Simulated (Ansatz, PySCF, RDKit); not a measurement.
Dimer: H2O (SMILES O) (first 3 atoms) with CH4S (SMILES CS); geometry from B3LYP-D3(BJ)/def2-TZVP, rigid monomers moved along the line of their centres of mass till O1···H9 is 1.98 Å.
(charge 0, multiplicity 1):
```xyz
9

O      0.261    -0.087     0.285
H      0.831    -0.709    -0.179
H     -0.618    -0.214    -0.088
C      0.813     0.836     4.110
S      0.220    -0.790     3.538
H      0.124     1.629     3.824
H      0.860     0.786     5.197
H      1.808     1.050     3.724
H      0.236    -0.511     2.221
```

Monomers are frozen at their geometry in the pair; levels with a basis set take the counterpoise correction. Rows marked so take none.

Correlated levels freeze the cores. Rows in 3-21G, 6-31G* carry no dispersion term and start afresh at each structure (6-31G* with six Cartesian d functions).

Programs: Ansatz (Gaussian orbitals); PySCF for 3-21G rows, 6-31G* rows; RDKit for the force fields. Values without a source in brackets are computed.

| level | interaction energy (kcal/mol) |
|---|---|
| MMFF94 | -2.47 |
| HF/3-21G (no counterpoise) | -5.16 |
| HF/6-31G* | -0.02 |
| HF/aug-cc-pV(D+d)Z | 0.75 |
| r2SCAN/def2-TZVPPD | -1.71 |
| B3LYP/3-21G (no counterpoise) | -9.27 |
| PBE0/def2-TZVPPD | -1.50 |
| M06-2X/6-31G* (no counterpoise) | [?] |
| CCSD/aug-cc-pV(D+d)Z | [?] |

Complete the blanks.


- M06-2X/6-31G* (no counterpoise), interaction energy (kcal/mol): -3.78
- CCSD/aug-cc-pV(D+d)Z, interaction energy (kcal/mol): -0.59

Ansatz is a first-principles code.
